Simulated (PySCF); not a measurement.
# Working with the constants of KP

UHF-CCSD(T) constants of KP, ³Σ⁻ (triplet), unpaired electrons π ↑↑ (PySCF, no relativity, basis sets K 6-31G(d,p), P 6-31G(d,p); masses 38.9637 and 30.9738 u):

| Item | Value |
| --- | --- |
| ωe | 182.0 cm⁻¹ |
| ωexe | 0.707 cm⁻¹ |
| Be | 0.099353 cm⁻¹ |
| αe | 0.000663 cm⁻¹ |
| D (centrifugal) | 1.18e-07 cm⁻¹ |
| De to K + P | 0.63 eV |

Task: Give the vibrational terms G(v) and spacings up to v = 3.

Result: G(v) = ωe(v+½) − ωexe(v+½)².

```tsv
v	G(v) (cm⁻¹)	G(v) − G(v−1)	Bv (cm⁻¹)
0	91		0.09902
1	271	181	0.09836
2	451	179	0.09770
3	628	178	0.09703
```

Correlated steps freeze 10 core orbitals. Correlated levels converge slowly with the basis: in double zeta they bind strong bonds too weakly, by up to about 1 eV, and carry superposition errors of some tenths. The state was picked by a PBE0 search and need not be the measured ground state.
